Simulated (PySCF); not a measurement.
An unknown is described by computed data only.

Formula: C6H18N2Si.

* 1H NMR: chemical shifts (computed TMS as zero) by class: 4.76 (2 H), 2.80 (2 H), 2.70 (3 H), 2.58 (6 H), 1.51 (2 H), 0.91 (3 H) ppm [GIAO PBE0/pcSseg-1]
* NMR, other nuclei: isotropic shieldings of nuclei other than C and H, by class: 232 (1 N), 246 (1 N), 377 (1 Si) ppm [GIAO PBE0/pcSseg-1]
* 13C NMR: chemical shifts (computed TMS as zero) by class: 55.0 (1 C), 39.0 (2 C), 37.4 (1 C), 23.0 (1 C), 13.4 (1 C) ppm [GIAO PBE0/pcSseg-1]
* Rotational structure: rotational constants A, B, C: 1.743, 0.812, 0.672 GHz [GFN2-xTB]
* Dipole: 0.49 D [PBE0/pcSseg-1]

Gas-phase values; electronic properties from PySCF, density fitting. Levels stand in brackets. The structure is a single GFN2-xTB conformer in the gas phase; no vibrational or solvent corrections. NMR values are class means; diastereotopic atoms form classes of their own.

Question: Give a SMILES that accounts for the data.

Answer: Numbering: `[CH3:1][CH2:2][CH2:3][N:4]([CH3:5])[SiH2:6][N:7]([CH3:8])[CH3:9]`. Its formula, C6H18N2Si, gives 0 degrees of unsaturation, so no ring and no π bond. 6 carbons fall into 5 classes; from least to most shielded: sp3 carbon bound to nitrogen [C3] (55.0 ppm), N-methyl carbon [C8/C9] (39.0 ppm, 2 C), N-methyl carbon [C5] (37.4 ppm), chain CH2 carbon [C2] (23.0 ppm), methyl carbon [C1] (13.4 ppm). Hydrogen classes from least to most shielded: 2 H on an SiH2 silicon, Si6 (4.76 ppm), 2 H on an sp3 carbon bound to nitrogen, C3 (2.80 ppm, a mean of values up to 0.8 ppm apart in this geometry), 3 H on an N-methyl carbon, C5 (2.70 ppm, a mean of values up to 0.5 ppm apart in this geometry), 6 H on 2 N-methyl carbons, C8/C9 (2.58 ppm, a mean of values up to 0.9 ppm apart in this geometry), 2 H on a chain CH2 carbon, C2 (1.51 ppm, a mean of values up to 0.7 ppm apart in this geometry), 3 H on a methyl carbon, C1 (0.91 ppm). The other shieldings belong to: 232 ppm, silicon-bound nitrogen [N4]; 246 ppm, silicon-bound nitrogen [N7]; 377 ppm, SiH2 silicon [Si6]. The optimised geometry has point group C1 and is an asymmetric top. Structure: `CCCN(C)[SiH2]N(C)C`. Computed isomers that give other values at the same levels: `CCCNN(C)[SiH](C)C` (13C chemical shifts (computed TMS as zero) by class: 53.4 (1 C), 38.9 (1 C), 25.8 (1 C), 14.0 (1 C), -3.0 (2 C) ppm); `CN([SiH3])N(C)C(C)(C)C` (13C chemical shifts (computed TMS as zero) by class: 58.4 (1 C), 33.4 (1 C), 32.8 (1 C), 30.7 (3 C) ppm); `CNN([SiH3])CC(C)(C)C` (13C chemical shifts (computed TMS as zero) by class: 61.6 (1 C), 37.1 (1 C), 35.9 (1 C), 30.3 (3 C) ppm). The assignments are read from this structure; whether some other isomer fits the data as well wasn't checked.

The values belong to the conformer `[CH3:1][CH2:2][CH2:3][N:4]([CH3:5])[SiH2:6][N:7]([CH3:8])[CH3:9]`: C1–C2–C3–N4 -174°, C2–C3–N4–C5 -70°, C3–N4–Si6–N7 49°, N4–Si6–N7–C8 -161°.
